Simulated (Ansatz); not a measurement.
`[SiH3][AsH][SiH3]` + `[SeH][InH2]` → `[SiH3][AsH2]` + `[SiH3][InH][SeH]`  (redistribution)

Isolated molecules relaxed with PBE0-D4/def2-TZVP in Ansatz; ΔE leaves out vibrations. CCSD(T)/CBS adds triple-zeta CCSD(T) − MP2 to the extrapolated MP2 energy (def2 sets, frozen cores). DFT in def2-TZVPP. Elements past krypton have def2 core potentials. For As, In, Se outer-core shells are correlated without core-valence functions, which leaves a few kJ/mol of doubt a bond. Scalar relativity is left out up to krypton. Each species was taken in one conformer, which may not be the lowest.

| level | ΔE (kcal/mol) | difference from CCSD(T)/CBS |
| --- | --- | --- |
| r2SCAN-D4 | 0.6 | 0.2 |
| r2SCANh-D4 | 0.7 | 0.3 |
| r2SCAN0-D4 | 0.9 | 0.5 |
| B2PLYP | -0.2 | -0.6 |
| PBE0 | -0.1 | -0.5 |
| r2SCANh | 0.5 | 0.1 |
| LC-ωPBE | 0.9 | 0.5 |
| MP2/def2-TZVPP | 1.2 | 0.8 |
| SCS-MP2/def2-QZVPP | 0.8 | 0.4 |
| MP2/CBS(def2) | 1.2 | 0.8 |
| CCSD(T)/CBS | 0.4 | 0 |

Largest T1 diagnostic among the species: 0.013.

From BLYP to BHLYP (50 % exact exchange), in def2-TZVPP and without D4, ΔE moves by +1.6 kcal/mol. Leaving LDA and LC-ωPBE aside and taking each functional with its dispersion term where it has one, the values, not all of them listed here, spread over 1.4 kcal/mol, from B2PLYP to B97M-V. LDA lies +0.8 kcal/mol from PBE without D4. At CCSD(T), def2-SVP lies −1.5 kcal/mol from the extrapolated value and def2-TZVPP +0.1 kcal/mol.

CCSD(T)/CBS has its own doubt, a few kJ/mol and more with outer-core shells, so smaller differences from it don't rank the levels.
